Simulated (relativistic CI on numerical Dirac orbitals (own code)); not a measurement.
# Hg4+: 4d photoemission

Computed with this model: Dirac-Coulomb-Breit CI, orbitals from a KLI potential per configuration, model QED (radiative potential, 1s self-energy scaled to tabulated hydrogen-like ionisation energies), valence Slater integrals scaled by 0.7, multiplet model of photoemission in the sudden approximation; configurations [Xe] 4f14 5d8 → [Kr] 4d9 4f14 5s2 5p6 5d8; 300 K; Lorentzian 3.5 eV and Gaussian 0.6 eV FWHM. Energies are those of the free ion, without screening or charge transfer. The energies are binding energies and can lie tens of eV above those of solids. S is read from ⟨S²⟩ = S(S + 1).

Field parameters in Wybourne normalisation: Oh B⁴₀ = 21Dq, B⁴₄ = √(5/14) B⁴₀. The field is a parameter set, without covalency.

Computed curve for Oh, 10Dq = 21400 cm⁻¹, scaled to 100 at the maximum (points under 2 are left out and the grid is thinned):

| Energy (eV) | Intensity |
| --- | --- |
| 409.2 | 2.1 |
| 410.4 | 2.5 |
| 411.6 | 3.0 |
| 412.8 | 3.7 |
| 413.6 | 4.4 |
| 414.8 | 5.7 |
| 416.0 | 7.8 |
| 417.2 | 11.2 |
| 418.4 | 17.4 |
| 419.6 | 30.2 |
| 420.8 | 57.4 |
| 422.0 | 95.3 |
| 422.8 | 96.9 |
| 424.0 | 64.7 |
| 425.2 | 40.8 |
| 426.4 | 25.8 |
| 427.6 | 16.9 |
| 428.8 | 11.6 |
| 430.0 | 8.5 |
| 431.2 | 6.9 |
| 432.0 | 6.2 |
| 433.2 | 5.8 |
| 434.4 | 6.0 |
| 435.6 | 6.7 |
| 436.8 | 8.4 |
| 438.0 | 11.7 |
| 439.2 | 18.5 |
| 440.4 | 33.5 |
| 441.2 | 51.2 |
| 442.4 | 72.3 |
| 443.6 | 51.5 |
| 444.8 | 27.8 |
| 446.0 | 16.0 |
| 447.2 | 10.2 |
| 448.4 | 7.0 |
| 449.6 | 5.0 |
| 450.4 | 4.1 |
| 451.6 | 3.2 |
| 452.8 | 2.5 |
| 454.0 | 2.1 |

The ground state has S = 0.98, and the centroid lies at 430.62 eV.
